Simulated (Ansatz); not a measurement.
Level of theory: Ansatz (a first-principles code) with B3LYP-D3(BJ)/def2-SVP. No frequencies were computed at this level.

Ansatz 0.2 input:
```yaml
crystal:
  periodic: [false, false, false]
  atoms:
    - { symbol: C, position_ang: [-0.432438, -1.23561, 0.705215] }
    - { symbol: N, position_ang: [-0.251247, -0.195775, -0.276752] }
    - { symbol: C, position_ang: [-1.17839, 0.894533, -0.106033] }
    - { symbol: In, position_ang: [1.802151, 0.4194, -0.555399] }
    - { symbol: Br, position_ang: [2.280208, 2.535059, -1.839632] }
    - { symbol: Br, position_ang: [3.580259, -1.365404, -0.53809] }
    - { symbol: H, position_ang: [0.372684, -1.969672, 0.616869] }
    - { symbol: H, position_ang: [-1.378049, -1.744795, 0.491796] }
    - { symbol: H, position_ang: [-0.47716, -0.85936, 1.737769] }
    - { symbol: H, position_ang: [-1.221397, 1.275498, 0.924925] }
    - { symbol: H, position_ang: [-2.178119, 0.536781, -0.373834] }
    - { symbol: H, position_ang: [-0.918501, 1.709344, -0.786834] }
basis:
  gaussian: { orbitals: def2-svp }
hamiltonian:
  xc: b3lyp
  dispersion: d3bj
relax:
  max_steps: 150
```

Output:

```
Functional definition: B3LYP
1843 factors; integrals over basis functions are off by at most 3.0e-4 eV
mean field evaluation 1: about -148904.3723 eV, gradient 6.2e1 eV
mean field evaluation 2: about -148843.0737 eV, gradient 1.4e2 eV
mean field evaluation 4: about -148914.2778 eV, gradient 1.1e1 eV
mean field evaluation 8: about -148914.5224 eV, gradient 5.1e-1 eV
mean field evaluation 16: about -148914.5551 eV, gradient 1.4e-4 eV
mean field -148914.55506104 eV, -5472.5089605826 hartree, gradient 4.2e-5 eV, S^2 0.000000; 0 other end points of the search recorded, 0 dependent functions left out
reference -148914.55535793 eV, -5472.5089714929 hartree; 58, 58 occupied and 104, 104 virtual orbitals, 1843 factors
relax step   1: F+E_penalty+E_count = -148915.14955924 eV  Δ(F+E_penalty+E_count) = +0.000e0 eV  max|allowed force component| = 1.651e0 eV/Å  Δτ_max = 0.0000 Å  (29 SCF iters, accepted)
these checks for a lower state are left out or cut short: starts, cluster_reference, orbital_swaps, neighbouring_geometries, increment
1843 factors; integrals over basis functions are off by at most 3.2e-4 eV
mean field -148914.71992517 eV, -5472.5150192276 hartree, gradient 1.7e-5 eV, S^2 0.000000; 0 other end points of the search recorded, 0 dependent functions left out
reference -148914.72022263 eV, -5472.5150301590 hartree; 58, 58 occupied and 104, 104 virtual orbitals, 1843 factors
relax step   2: F+E_penalty+E_count = -148915.31478835 eV  Δ(F+E_penalty+E_count) = -1.652e-1 eV  max|allowed force component| = 4.263e-1 eV/Å  Δτ_max = 0.1342 Å  (31 SCF iters, accepted)
these checks for a lower state are left out or cut short: starts, cluster_reference, orbital_swaps, neighbouring_geometries, increment
1843 factors; integrals over basis functions are off by at most 3.2e-4 eV
mean field evaluation 32: about -148914.7334 eV, gradient 1.9e-5 eV
mean field -148914.73336202 eV, -5472.5155130227 hartree, gradient 1.9e-5 eV, S^2 0.000000; 0 other end points of the search recorded, 0 dependent functions left out
reference -148914.73365898 eV, -5472.5155239356 hartree; 58, 58 occupied and 104, 104 virtual orbitals, 1843 factors
relax step   3: F+E_penalty+E_count = -148915.33340228 eV  Δ(F+E_penalty+E_count) = -1.861e-2 eV  max|allowed force component| = 3.440e-1 eV/Å  Δτ_max = 0.0586 Å  (30 SCF iters, accepted)
these checks for a lower state are left out or cut short: starts, cluster_reference, orbital_swaps, neighbouring_geometries, increment
1843 factors; integrals over basis functions are off by at most 3.2e-4 eV
mean field -148914.72752912 eV, -5472.5152986674 hartree, gradient 2.2e-5 eV, S^2 0.000000; 0 other end points of the search recorded, 0 dependent functions left out
reference -148914.72782489 eV, -5472.5153095368 hartree; 58, 58 occupied and 104, 104 virtual orbitals, 1843 factors
relax step   4: F+E_penalty+E_count = -148915.32494140 eV  Δ(F+E_penalty+E_count) = +8.461e-3 eV  max|allowed force component| = 6.284e-1 eV/Å  Δτ_max = 0.1323 Å  (31 SCF iters, rejected (line search))
these checks for a lower state are left out or cut short: starts, cluster_reference, orbital_swaps, neighbouring_geometries, increment
1843 factors; integrals over basis functions are off by at most 3.2e-4 eV
mean field -148914.74744658 eV, -5472.5160306208 hartree, gradient 1.2e-5 eV, S^2 0.000000; 0 other end points of the search recorded, 0 dependent functions left out
reference -148914.74774369 eV, -5472.5160415393 hartree; 58, 58 occupied and 104, 104 virtual orbitals, 1843 factors
relax step   5: F+E_penalty+E_count = -148915.34459900 eV  Δ(F+E_penalty+E_count) = -1.120e-2 eV  max|allowed force component| = 1.277e-1 eV/Å  Δτ_max = 0.0661 Å  (31 SCF iters, accepted)
these checks for a lower state are left out or cut short: starts, cluster_reference, orbital_swaps, neighbouring_geometries, increment
1843 factors; integrals over basis functions are off by at most 3.2e-4 eV
mean field -148914.75027138 eV, -5472.5161344301 hartree, gradient 1.8e-5 eV, S^2 0.000000; 0 other end points of the search recorded, 0 dependent functions left out
reference -148914.75056875 eV, -5472.5161453582 hartree; 58, 58 occupied and 104, 104 virtual orbitals, 1843 factors
relax step   6: F+E_penalty+E_count = -148915.34740811 eV  Δ(F+E_penalty+E_count) = -2.809e-3 eV  max|allowed force component| = 2.141e-2 eV/Å  Δτ_max = 0.0570 Å  (30 SCF iters, accepted)
these checks for a lower state are left out or cut short: starts, cluster_reference, orbital_swaps, neighbouring_geometries, increment
1843 factors; integrals over basis functions are off by at most 3.2e-4 eV
mean field -148914.75201338 eV, -5472.5161984475 hartree, gradient 2.6e-5 eV, S^2 0.000000; 0 other end points of the search recorded, 0 dependent functions left out
reference -148914.75231092 eV, -5472.5162093819 hartree; 58, 58 occupied and 104, 104 virtual orbitals, 1843 factors
relax step   7: F+E_penalty+E_count = -148915.34830690 eV  Δ(F+E_penalty+E_count) = -8.988e-4 eV  max|allowed force component| = 5.788e-2 eV/Å  Δτ_max = 0.0567 Å  (29 SCF iters, accepted)
these checks for a lower state are left out or cut short: starts, cluster_reference, orbital_swaps, neighbouring_geometries, increment
1843 factors; integrals over basis functions are off by at most 3.2e-4 eV
mean field evaluation 64: about -148914.7520 eV, gradient 1.5e-3 eV
mean field -148914.75204376 eV, -5472.5161995640 hartree, gradient 9.7e-6 eV, S^2 0.000000; 0 other end points of the search recorded, 0 dependent functions left out
reference -148914.75234121 eV, -5472.5162104950 hartree; 58, 58 occupied and 104, 104 virtual orbitals, 1843 factors
relax step   8: F+E_penalty+E_count = -148915.34861233 eV  Δ(F+E_penalty+E_count) = -3.054e-4 eV  max|allowed force component| = 3.022e-2 eV/Å  Δτ_max = 0.0079 Å  (26 SCF iters, accepted)
these checks for a lower state are left out or cut short: starts, cluster_reference, orbital_swaps, neighbouring_geometries, increment
1843 factors; integrals over basis functions are off by at most 3.1e-4 eV
mean field -148914.75222520 eV, -5472.5162062319 hartree, gradient 9.3e-6 eV, S^2 0.000000; 0 other end points of the search recorded, 0 dependent functions left out
reference -148914.75252265 eV, -5472.5162171630 hartree; 58, 58 occupied and 104, 104 virtual orbitals, 1843 factors
relax step   9: F+E_penalty+E_count = -148915.34879773 eV  Δ(F+E_penalty+E_count) = -1.854e-4 eV  max|allowed force component| = 4.408e-3 eV/Å  Δτ_max = 0.0108 Å  (31 SCF iters, accepted)
these checks for a lower state are left out or cut short: starts, cluster_reference, orbital_swaps, neighbouring_geometries, increment
1843 factors; integrals over basis functions are off by at most 3.1e-4 eV
mean field -148914.75232590 eV, -5472.5162099322 hartree, gradient 1.2e-5 eV, S^2 0.000000; 0 other end points of the search recorded, 0 dependent functions left out
reference -148914.75262331 eV, -5472.5162208621 hartree; 58, 58 occupied and 104, 104 virtual orbitals, 1843 factors
relax step  10: F+E_penalty+E_count = -148915.34888086 eV  Δ(F+E_penalty+E_count) = -8.313e-5 eV  max|allowed force component| = 6.639e-3 eV/Å  Δτ_max = 0.0162 Å  (30 SCF iters, accepted)
these checks for a lower state are left out or cut short: starts, cluster_reference, orbital_swaps, neighbouring_geometries, increment
1843 factors; integrals over basis functions are off by at most 3.1e-4 eV
mean field -148914.75236208 eV, -5472.5162112621 hartree, gradient 1.3e-5 eV, S^2 0.000000; 0 other end points of the search recorded, 0 dependent functions left out
reference -148914.75265948 eV, -5472.5162221911 hartree; 58, 58 occupied and 104, 104 virtual orbitals, 1843 factors
relax step  11: F+E_penalty+E_count = -148915.34890588 eV  Δ(F+E_penalty+E_count) = -2.502e-5 eV  max|allowed force component| = 5.106e-3 eV/Å  Δτ_max = 0.0174 Å  (30 SCF iters, accepted)
1843 factors; integrals over basis functions are off by at most 3.1e-4 eV
mean field evaluation 96: about -148914.7161 eV, gradient 9.3e-1 eV
mean field -148914.75236208 eV, -5472.5162112621 hartree, gradient 1.3e-5 eV, S^2 0.000000; 1 other end points of the search recorded, 0 dependent functions left out
reference -148914.75265948 eV, -5472.5162221911 hartree; 58, 58 occupied and 104, 104 virtual orbitals, 1843 factors
Total energy: -148915.34920327 eV, -5472.5381447712 hartree
Atom 0 at    -0.395315    -1.231385     0.744961 Å, force    -0.001363     0.000643     0.002122 eV/Å
Atom 1 at    -0.073714    -0.013214     0.033902 Å, force    -0.001962    -0.000527    -0.002012 eV/Å
Atom 2 at    -1.149977     0.949629    -0.052561 Å, force    -0.002581     0.000317     0.002660 eV/Å
Atom 3 at     1.743552     0.318421    -0.780796 Å, force    -0.002153    -0.001852     0.000212 eV/Å
Atom 4 at     2.178653     2.453299    -1.986935 Å, force     0.000008     0.000857     0.000312 eV/Å
Atom 5 at     3.518479    -1.415117    -0.566193 Å, force     0.002056    -0.001278     0.000148 eV/Å
Atom 6 at     0.466860    -1.915449     0.771422 Å, force    -0.002900     0.001829     0.000035 eV/Å
Atom 7 at    -1.238132    -1.772739     0.268057 Å, force     0.004763     0.002754     0.002094 eV/Å
Atom 8 at    -0.692188    -1.025750     1.793943 Å, force     0.001340    -0.002000    -0.004462 eV/Å
Atom 9 at    -1.488037     1.275595     0.952550 Å, force     0.000339    -0.000406    -0.005106 eV/Å
Atom 10 at    -2.034548     0.528375    -0.573040 Å, force     0.004456     0.002319     0.002176 eV/Å
Atom 11 at    -0.835631     1.848334    -0.605309 Å, force    -0.002003    -0.002658     0.001822 eV/Å
Dipole moment:    -0.461065    -0.083437     0.206504 e Å
```

Cost: about 2.7 core-minutes (a rough figure).
